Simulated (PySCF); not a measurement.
Compound: C7H7O2 (doublet state).
Structure used (GFN2-xTB), in Å, numbered top down from 1:
```xyz
16
C7H7O2 angstrom
C      2.979    1.824   -0.715
C      2.350    0.751   -0.364
C      1.691   -0.310    0.027
C      1.490   -1.655    0.185
C      0.439   -0.796    0.723
O     -0.793   -0.709    0.014
C     -1.836   -0.146    0.634
C     -3.044   -0.145   -0.266
O     -1.806    0.284    1.756
H      2.892    2.242   -1.708
H      3.637    2.352   -0.039
H      1.685   -2.615   -0.220
H      0.300   -0.614    1.786
H     -2.804    0.366   -1.195
H     -3.870    0.352    0.233
H     -3.316   -1.171   -0.504
```

The hyperfine couplings belong to this conformer and change with its torsions.

The species is `O(C(=O)C)[C@H]1C=C1[C]=C` [radical].

Computed, not measured: UKS B3LYP, pcH-1 on C H O, non-relativistic, mean-field spin-orbit, GIAO in PySCF 2.14.0. Geometry: GFN2-xTB, one conformer, isolated molecule. GFN2-xTB frequencies show an imaginary mode (32i cm⁻¹), so this geometry is no minimum at that level. Couplings are sensitive to structure, and on GFN2-xTB geometries they can be far from those on DFT ones. Stability of the SCF solution: not tested.

The isotropic 13C couplings are +86.4, -53.2, +42.6, -35.7, -6.9, +2.2, -0.7 MHz. Assign them to C1; C2; C3; C4; C5; C7; C8.

```
site  a_iso (MHz)  ρ(0) (bohr⁻³)                 position  distance from C4 (Å)  spin population  largest |T| (MHz)
  C1        -35.7        -0.0317           1 bond from C2                  3.89            -0.09                7.9
  C2        +42.6        +0.0379         a main spin site                  2.61            +0.55               85.4
  C3        -53.2        -0.0473           1 bond from C2                  1.37            -0.20               25.8
  C4        +86.4        +0.0769  largest spin population                  0.00            +0.67              108.0
  C5         -6.9        -0.0062           1 bond from C4                  1.46            -0.02                3.6
  C7         -0.7        -0.0006          3 bonds from C4                  3.68             0.00                1.0
  C8         +2.2        +0.0019          4 bonds from C4                  4.80             0.00                0.7
```

Match the computed a_iso(17O) values -11.8, -0.9 MHz with the sites O6; O9.

```csv
site,a_iso (MHz),ρ(0) (bohr⁻³),position,distance from C4 (Å),spin population,largest |T| (MHz)
O6,-11.8,+0.0194,2 bonds from C4,2.48,+0.01,6.5
O9,-0.9,+0.0015,4 bonds from C4,4.13,+0.01,2.9
```

ρ(0) is the spin density at the nucleus and T the dipolar tensor; entries for several nuclei are means. The Mulliken spin populations are largest on C4 (+0.67), C2 (+0.55), C3 (-0.20) and C1 (-0.09). The positive populations add up to 1.34 and the negative ones to -0.34, together 2S = 1. Main spin sites, with 60 % or more of the largest population: C2, C4; positions count bonds from the nearest.

β density exceeds α density at some nuclei, such as C3 (-0.0473), C1 (-0.0317) and H12 (-0.0102), spin density in bohr⁻³. In a single determinant that takes different orbitals for the two spins, that is spin polarisation.

Class means assume fast exchange of nuclei equivalent by connectivity; if that motion is slow, each nucleus keeps its own coupling.

C2, the radical centre as drawn in `C=[C]C1=C[C@@H]1OC(C)=O`, holds a spin population of +0.55 out of 1.
